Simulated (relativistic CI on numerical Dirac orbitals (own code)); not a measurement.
# Line list: Electric-dipole lines, Pb³⁴⁺

Method of calculation: Dirac-Coulomb-Breit CI, orbitals from a KLI potential per configuration, model QED, unscaled Slater integrals (own radial code, finite nucleus).

Configuration list (outside the closed core [Ar] 3d10): 4s²4p⁶4d¹⁰4f², 4s²4p⁶4d⁹4f³, 4s²4p⁶4d¹⁰4f5s, 4s²4p⁵4d¹⁰4f³, 4s²4p⁶4d¹⁰4f5p, 4s²4p⁶4d¹⁰5s², 4s²4p⁶4d¹⁰5s5p, 4s²4p⁶4d¹⁰4f5d, 4s4p⁶4d¹⁰4f³, 4s²4p⁶4d¹⁰5p², 4s²4p⁶4d⁹4f²5s, 4s²4p⁶4d¹⁰5s5d, 4s²4p⁶4d¹⁰4f5f, 4s²4p⁶4d¹⁰5p5d, 4s²4p⁶4d⁹4f²5p, 4s²4p⁶4d¹⁰4f5g, 4s²4p⁶4d¹⁰4f6s, 4s²4p⁶4d¹⁰5d², 4s²4p⁶4d¹⁰4f6p, 4s²4p⁶4d¹⁰4f6d, 4s²4p⁵4d¹⁰4f²5s, 4s²4p⁶4d¹⁰4f6g, 4s²4p⁶4d¹⁰4f7s, 4s4p⁶4d¹⁰4f5s², 4s4p⁶4d¹⁰4f5p². Double excitations out of closed p, d and f shells are left out; levels of such configurations are missing from the list, as are those of other unlisted configurations, and high levels can miss mixing partners.

| λ vac (nm) | Lower | Upper | A (s⁻¹) | log gf | S velocity/length |
| --- | --- | --- | --- | --- | --- |
| 3.7748 | 4s²4p⁶4d¹⁰4f² ³F2 [2] | 4s²4p⁶4d⁹4f³ ³D°1 [397] | 6.28e+12 | 0.60 | 0.68 |
| 3.8154 | 4s²4p⁶4d¹⁰4f² ¹G4 [4] | 4s²4p⁶4d⁹4f³ ¹F°3 [399] | 6.69e+12 | 1.01 | 0.67 |
| 3.8250 | 4s²4p⁶4d¹⁰4f² ³H4 [1] | 4s²4p⁶4d⁹4f³ ³G°3 [390] | 7.68e+12 | 1.07 | 0.67 |
| 3.8372 | 4s²4p⁶4d¹⁰4f² ³H5 [3] | 4s²4p⁶4d⁹4f³ ³G°4 [395] | 7.11e+12 | 1.15 | 0.67 |
| 3.8439 | 4s²4p⁶4d¹⁰4f² ³H5 [3] | 4s²4p⁶4d⁹4f³ ³F°4 [393] | 1.08e+12 | 0.33 | 0.67 |
| 3.8471 | 4s²4p⁶4d¹⁰4f² ³H6 [6] | 4s²4p⁶4d⁹4f³ ³G°5 [400] | 8.43e+12 | 1.31 | 0.67 |
| 3.8961 | 4s²4p⁶4d¹⁰4f² ³H6 [6] | 4s²4p⁶4d⁹4f³ ³H°6 [394] | 7.32e+12 | 1.34 | 0.68 |
| 3.8988 | 4s²4p⁶4d¹⁰4f² ³H4 [1] | 4s²4p⁶4d⁹4f³ ¹G°4 [381] | 9.88e+11 | 0.31 | 0.68 |
| 3.9016 | 4s²4p⁶4d¹⁰4f² ³H5 [3] | 4s²4p⁶4d⁹4f³ ³H°5 [391] | 6.87e+12 | 1.24 | 0.68 |
| 3.9214 | 4s²4p⁶4d¹⁰4f² ³H4 [1] | 4s²4p⁶4d⁹4f³ ³H°4 [377] | 6.09e+12 | 1.10 | 0.67 |
| 3.9490 | 4s²4p⁶4d¹⁰4f² ³F3 [5] | 4s²4p⁶4d⁹4f³ ³F°3 [389] | 2.18e+12 | 0.55 | 0.67 |
| 3.9553 | 4s²4p⁶4d¹⁰4f² ¹G4 [4] | 4s²4p⁶4d⁹4f³ ³F°4 [387] | 5.45e+12 | 1.06 | 0.67 |
| 3.9600 | 4s²4p⁶4d¹⁰4f² ³F4 [9] | 4s²4p⁶4d⁹4f³ ³F°4 [393] | 5.48e+12 | 1.06 | 0.67 |
| 3.9925 | 4s²4p⁶4d¹⁰4f² ³P2 [12] | 4s²4p⁶4d⁹4f³ ³P°2 [398] | 4.86e+12 | 0.76 | 0.66 |
| 4.0146 | 4s²4p⁶4d¹⁰4f² ¹D2 [8] | 4s²4p⁶4d⁹4f³ ³F°3 [389] | 2.44e+12 | 0.61 | 0.67 |
| 4.0207 | 4s²4p⁶4d¹⁰4f² ³P2 [12] | 4s²4p⁶4d⁹4f³ ³D°3 [396] | 3.24e+12 | 0.74 | 0.67 |
| 4.0290 | 4s²4p⁶4d¹⁰4f² ³F3 [5] | 4s²4p⁶4d⁹4f³ ³F°3 [379] | 3.18e+12 | 0.73 | 0.67 |
| 4.0350 | 4s²4p⁶4d¹⁰4f² ³F2 [2] | 4s²4p⁶4d⁹4f³ ³F°2 [371] | 5.62e+12 | 0.84 | 0.66 |
| 4.0456 | 4s²4p⁶4d¹⁰4f² ³F4 [9] | 4s²4p⁶4d⁹4f³ ³G°5 [388] | 4.27e+12 | 1.06 | 0.67 |
| 4.0648 | 4s²4p⁶4d¹⁰4f² ¹D2 [8] | 4s²4p⁶4d⁹4f³ ³D°2 [383] | 2.48e+12 | 0.49 | 0.66 |
| 4.0765 | 4s²4p⁶4d¹⁰4f² ³F3 [5] | 4s²4p⁶4d⁹4f³ ³G°4 [374] | 3.21e+12 | 0.86 | 0.67 |
| 4.0789 | 4s²4p⁶4d¹⁰4f² ³F2 [2] | 4s²4p⁶4d⁹4f³ ³G°3 [365] | 1.03e+12 | 0.25 | 0.67 |
| 4.0911 | 4s²4p⁶4d¹⁰4f² ³F2 [2] | 4s²4p⁶4d⁹4f³ ³G°3 [363] | 2.24e+12 | 0.59 | 0.67 |
| 4.1031 | 4s²4p⁶4d¹⁰4f² ¹G4 [4] | 4s²4p⁶4d⁹4f³ ¹H°5 [372] | 3.49e+12 | 0.99 | 0.67 |
| 4.1220 | 4s²4p⁶4d¹⁰4f² ¹I6 [11] | 4s²4p⁶4d⁹4f³ ¹K°7 [382] | 3.13e+12 | 1.08 | 0.67 |
| 4.1561 | 4s²4p⁶4d¹⁰4f² ³H5 [3] | 4s²4p⁶4d⁹4f³ ³I°6 [360] | 2.01e+12 | 0.83 | 0.67 |
| 4.1599 | 4s²4p⁶4d¹⁰4f² ³H6 [6] | 4s²4p⁶4d⁹4f³ ³I°7 [368] | 2.99e+12 | 1.07 | 0.67 |
| 4.1828 | 4s²4p⁶4d¹⁰4f² ³H5 [3] | 4s²4p⁶4d⁹4f³ ³I°6 [357] | 1.27e+12 | 0.64 | 0.67 |
| 4.2058 | 4s²4p⁶4d¹⁰4f² ³H4 [1] | 4s²4p⁶4d⁹4f³ ³I°5 [325] | 5.67e+11 | 0.22 | 0.67 |
| 4.2599 | 4s²4p⁶4d¹⁰4f² ³H4 [1] | 4s²4p⁶4d⁹4f³ ³I°5 [311] | 2.07e+12 | 0.79 | 0.66 |

Terms are leading LS components. Brackets give the number of a level in order of energy, since labels repeat. The list gives strong lines, with weight on those to low levels, among the lowest 400 of 1958 levels, so that lines to higher ones, which can be the strongest, are missing. Levels whose partners in the same complex of configurations lie outside the list can be far off, and so can their lines. Rates are taken at the computed energies, electric ones in the length gauge. A velocity-to-length ratio far from 1 marks an uncertain rate.

At this charge energies of transitions that change n are usually good to better than 1 %, and those within a shell (Δn = 0) to a few per cent. Terms inside the open d or f shell come out 10 to 20 % too wide with unscaled integrals.

LS names give the leading component of a level, which can be under half, so a name can repeat, a term be missing and a line seem to break the LS rules.
